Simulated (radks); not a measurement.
Isoelectronic series with 31 electrons, all held in the configuration [Ar] 3d10 4s2 4p1, which need not be the ground one along the series. Calculated with a radial shooting solver on a logarithmic mesh with Libxc functionals: Dirac Kohn-Sham, PBEsol, spin-unpolarised, spherical densities, point nucleus; open shells fill j = l - 1/2 first. Total energies (hartree) and orbital eigenvalues (hartree) (* marks an orbital that is empty in some or all of the ions):

ion	E (hartree)	4p3/2*	4p1/2	4s1/2	3d5/2	3d3/2
Se3+	-2426.18079	-1.33031	-1.35225	-1.81177	-3.26950	-3.30261
Br4+	-2600.64566	-1.91087	-1.94120	-2.47276	-4.40923	-4.44952
Kr5+	-2781.74695	-2.56520	-2.60538	-3.20821	-5.67567	-5.72419
Rb6+	-2969.50035	-3.29080	-3.34244	-4.01604	-7.06511	-7.12300
Sr7+	-3163.92519	-4.08600	-4.15084	-4.89493	-8.57496	-8.64346
Zr9+	-3572.88059	-5.88070	-5.97781	-6.86253	-11.94892	-12.04280
Nb10+	-3787.46255	-6.87867	-6.99516	-7.95023	-13.81055	-13.91941
Mo11+	-4008.81829	-7.94299	-8.08127	-9.10680	-15.78742	-15.91295
Tc12+	-4236.97826	-9.07327	-9.23595	-10.33210	-17.87884	-18.02284
Ru13+	-4471.97460	-10.26922	-10.45907	-11.62606	-20.08426	-20.24865
Rh14+	-4713.84113	-11.53060	-11.75063	-12.98870	-22.40322	-22.59007
Pd15+	-4962.61326	-12.85724	-13.11065	-14.42010	-24.83535	-25.04683
Ag16+	-5218.32801	-14.24899	-14.53921	-15.92035	-27.38031	-27.61877
Cd17+	-5481.02402	-15.70577	-16.03646	-17.48964	-30.03785	-30.30575
In18+	-5750.74154	-17.22749	-17.60256	-19.12816	-32.80772	-33.10769
Sn19+	-6027.52245	-18.81411	-19.23773	-20.83613	-35.68974	-36.02454
Sb20+	-6311.41033	-20.46561	-20.94219	-22.61383	-38.68374	-39.05628
Te21+	-6602.45042	-22.18198	-22.71623	-24.46153	-41.78956	-42.20294
I22+	-6900.68973	-23.96323	-24.56012	-26.37957	-45.00707	-45.46454
Xe23+	-7206.17706	-25.80937	-26.47420	-28.36828	-48.33618	-48.84115
Cs24+	-7518.9630	-27.72045	-28.45881	-30.42802	-51.77679	-52.33285
Ba25+	-7839.1002	-29.69651	-30.51432	-32.55919	-55.32880	-55.93974
La26+	-8166.6429	-31.73760	-32.64112	-34.76221	-58.99216	-59.66192
